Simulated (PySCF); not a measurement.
Two species compared at the same levels of theory.

First species: C6H8F4.
SMILES: `CC(C)(F)CC(F)=C(F)F`

Second species: GeH4.
Structure used (PBE0-D3(BJ)/def2-SVP), in Å, numbered top down from 1:
```
atom  x, y, z in Å
Ge1    0.003    0.001   -0.007
H2    -0.616   -0.880   -1.103
H3     0.570   -0.892    1.109
H4    -1.075    0.928    0.576
H5     1.135    0.849   -0.609
```

Levels: B3LYP/def2-SVPD for dipole moment, HOMO energy, LUMO energy, HOMO–LUMO gap, static isotropic polarisability and electronic spatial extent ⟨r²⟩ about the centre of nuclear charge; TDDFT B3LYP/def2-SVPD for lowest singlet excitation; TDA B3LYP/def2-SVPD for lowest triplet excitation (Tamm–Dancoff); ΔSCF B3LYP/def2-SVPD for vertical ionisation energy. Geometries: PBE0-D3(BJ)/def2-SVP. Each species is one conformer at its optimised geometry, gas phase, non-relativistic unless stated; the electronic structure was computed with PySCF and density fitting.

The conformers computed, where there is a choice (atom-mapped SMILES and torsion angles):
- `[CH3:1][C:2]([CH3:3])([F:4])[CH2:5][C:6]([F:7])=[C:8]([F:9])[F:10]`: C1–C2–C5–C6 58°, C2–C5–C6–F7 -81°

```json
{"property": "dipole moment", "column X": "2.97 D", "column Y": "0.00 D"}
{"property": "HOMO energy", "column X": "-7.03 eV", "column Y": "-9.42 eV"}
{"property": "LUMO energy", "column X": "-0.01 eV", "column Y": "-0.09 eV"}
{"property": "HOMO–LUMO gap", "column X": "7.02 eV", "column Y": "9.33 eV"}
{"property": "lowest singlet excitation", "column X": "6.23 eV", "column Y": "8.46 eV"}
{"property": "lowest triplet excitation (Tamm–Dancoff)", "column X": "4.44 eV", "column Y": "7.82 eV"}
{"property": "static isotropic polarisability", "column X": "77.0 au", "column Y": "35.4 au"}
{"property": "vertical ionisation energy", "column X": "9.43 eV", "column Y": "12.18 eV"}
{"property": "electronic spatial extent ⟨r²⟩ about the centre of nuclear charge", "column X": "1583 bohr²", "column Y": "80 bohr²"}
```

Which column belongs to which species?

Column X is the first species and column Y the second. The first has 18 atoms and 80 electrons, the second 5 and 36.

How does each property change from the first species to the second?

dipole moment -2.97 D; HOMO energy -2.39 eV; LUMO energy -0.08 eV; HOMO–LUMO gap +2.31 eV; lowest singlet excitation +2.23 eV; lowest triplet excitation (Tamm–Dancoff) +3.38 eV; static isotropic polarisability -41.6 au; vertical ionisation energy +2.75 eV; electronic spatial extent ⟨r²⟩ about the centre of nuclear charge -1503 bohr².

On the first: The ΔSCF ionisation energy exceeds −ε(HOMO) by 2.40 eV with B3LYP. In wavenumbers S1 is 50200 cm⁻¹ (1 eV = 8065.54 cm⁻¹).

On the second: The 10 singlets span 8.46 to 9.88 eV, and their oscillator strengths add up to 0.71. The principal polarisabilities are 35.4, 35.4 and 35.4 au; their mean is the isotropic value. The calculation is non-relativistic and has no spin–orbit coupling, an omission that weighs most on germanium.
